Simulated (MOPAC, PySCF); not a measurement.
System: Cl2Sn, singlet: symmetric bend, bond length relaxed. Scanned: Cl-Sn-Cl angle. Other coordinates (Sn-Cl bond length) were minimised at PBE0/def2-TZVP.

Levels of theory: PM6, restricted, heats of formation (MOPAC); B3LYP/def2-TZVP, def2 effective core potentials past Kr (PySCF); CCSD(T) on RHF/def2-TZVP, 14 core orbitals frozen, def2 effective core potentials past Kr (PySCF).

Energies relative to the lowest point of each profile, in kJ/mol:

| a / ° | PM6 | B3LYP |
|---|---|---|
| 180 | 155.0 | 119.9 |
| 170 | 146.6 | 114.9 |
| 160 | 125.1 | 101.2 |
| 150 | 97.5 | 81.7 |
| 140 | 69.0 | 59.6 |
| 130 | 43.0 | 37.9 |
| 120 | 21.7 | 19.1 |
| 110 | 6.8 | 5.6 |
| 100 | 0.0 | 0.0 |
| 90 | 3.1 | 5.9 |
| 80 | 16.9 | 30.1 |

Question: Predict the corresponding CCSD(T) column.

Answer: 180: 139.1; 170: 133.5; 160: 118.0; 150: 95.7; 140: 70.3; 130: 45.2; 120: 23.3; 110: 7.4; 100: 0.0; 90: 5.2; 80: 30.0 (kJ/mol).
